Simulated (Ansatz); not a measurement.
`[OH][GeH]([SH])[SeH]` + `[F][AlH][F]` → `[F][Al]([F])[SeH]` + `[OH][GeH2][SH]`  (formal exchange of groups at the Se–Ge bond)

Program: Ansatz. Geometries: PBE0-D4/def2-TZVP. ΔE: electronic, gas phase. CCSD(T)/CBS adds triple-zeta CCSD(T) − MP2 to the extrapolated MP2 energy (def2 sets, frozen cores). This one scheme is used for every species. DFT in def2-TZVPP. B3LYP here is the variant with VWN-RPA as its local correlation; programs differ in this. For Ge, Se outer-core shells are correlated without core-valence functions, which leaves a few kJ/mol of doubt a bond. Scalar relativity is left out up to krypton. Each species was taken in one conformer, which may not be the lowest.

```json
{"level": "B3LYP-D4", "ΔE (kcal/mol)": "-10.4"}
{"level": "CCSD(T)/def2-TZVPP", "ΔE (kcal/mol)": "-11.5"}
```

Question: What does CCSD(T)/CBS give? (Best estimate.)

Answer: The calculation gave: -11.7 kcal/mol. The listed levels differ from it by 1.3, 0.2 kcal/mol.

Largest T1 diagnostic among the species: 0.013.

In def2-TZVPP, CCSD(T) changes the Hartree–Fock value by +1.8 kcal/mol (the triples alone add +0.5 kcal/mol) and MP2 by +2.4 kcal/mol. From BLYP to BHLYP (50 % exact exchange), in def2-TZVPP and without D4, ΔE moves by −1.5 kcal/mol. Leaving LDA and LC-ωPBE aside and taking each functional with its dispersion term where it has one, the values, not all of them listed here, spread over 2.8 kcal/mol, from r2SCAN0-D4 to BLYP-D4.
